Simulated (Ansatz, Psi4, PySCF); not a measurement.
H2F2OSSi, singlet, geometry from GFN2-xTB, atoms displaced at random by about 0.08 Å a coordinate. Base run: HF/STO-3G, gradient in PySCF.

Here is a job for PySCF.
```python
from pyscf import gto, scf

mol = gto.M(
    atom='''
O     0.12186846    1.81687023    0.61949844
Si   -0.35815896    0.14799808    0.09581548
F    -0.22072785    0.39669396   -1.78547268
F    -1.76996764   -0.33143156    0.17909362
S     1.17585144   -1.32476875    0.55370912
H    -0.27970125    2.44174263    0.59152387
H     1.79265120   -0.50363999    1.04379684
''',
    basis='sto-3g',
    verbose=4,
)

mf = scf.RHF(mol)
mf.kernel()
g = mf.nuc_grad_method()
grad = g.kernel()
```

Programs used: Ansatz (a quantum-chemistry and plane-wave program), Psi4, PySCF; a row that names a program was run with it.

The coordinate followed is y of atom 3.

Variants of this job, named by their change:

```tsv
change	dE/dx (Eh/bohr)	net force (Eh/bohr)
base	0.017151	0.000000
conv_tol = 1e-6	0.017156	0.000000
finite difference step (bohr) = 0.05; conv_tol = 1e-11	0.017152	-
code = psi4	0.017150	0.000000
finite difference step (bohr) = 0.2; conv_tol = 1e-11	0.017176	-
finite difference step (bohr) = 0.01; conv_tol = 1e-11	0.017150	-
code = ansatz	0.017149	0.000000
finite difference step (bohr) = 1e-3; conv_tol = 1e-11	0.017150	-
density fitting = on	0.017151	0.000000
conv_tol = 1e-11	0.017150	0.000000
density fitting = on; auxbasis_response = off	0.016882	0.002161
conv_tol = 1e-4	0.017185	0.000000
```

The net force is zero for an exact gradient.
